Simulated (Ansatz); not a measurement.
`[OH][Ge]([F])([F])[SH]` and `[OH][Ge]([OH])([F])[F]` differ in one atom or group.

Ansatz, PBE0-D4/def2-TZVP geometries, multiplicity 1. Each molecule was computed in one conformer, which needn't be the lowest.

Scalar relativity is left out up to krypton.

```
                                          property  `[OH][Ge]([F])([F])[SH]`
             HOMO energy (ωB97M-V/def2-TZVPP) / eV                    -10.77
              HOMO–LUMO gap (PBE0/def2-TZVPP) / eV                      7.56
                 HOMO energy (PBE/def2-TZVPP) / eV                     -7.21
             LUMO energy (ωB97M-V/def2-TZVPP) / eV                      0.99
size of the dipole moment (ωB97M-V/def2-TZVPP) / D                      2.01
             HOMO–LUMO gap (B3LYP/def2-TZVPP) / eV                      6.93
```

(1) What does the change do to each property? (Best estimate.)

Results:

(1) Computed: 
| property | `[OH][Ge]([OH])([F])[F]` | shift |
| --- | --- | --- |
| HOMO energy (ωB97M-V/def2-TZVPP) / eV | -12.73 | -1.96 |
| HOMO–LUMO gap (PBE0/def2-TZVPP) / eV | 9.39 | 1.83 |
| HOMO energy (PBE/def2-TZVPP) / eV | -8.35 | -1.14 |
| LUMO energy (ωB97M-V/def2-TZVPP) / eV | 1.03 | 0.04 |
| size of the dipole moment (ωB97M-V/def2-TZVPP) / D | 0.01 | -2.00 |
| HOMO–LUMO gap (B3LYP/def2-TZVPP) / eV | 8.68 | 1.75 |

With PBE0 the HOMO falls by 1.68 eV and the LUMO rises by 0.15 eV, so the gap widens by about 1.83 eV. PBE moves the HOMO by -1.14 eV and ωB97M-V by -1.96 eV.

Positive LUMOs are unbound, so they and the gaps depend on the basis.

B3LYP here is the variant with VWN-RPA as its local correlation; programs differ in this.
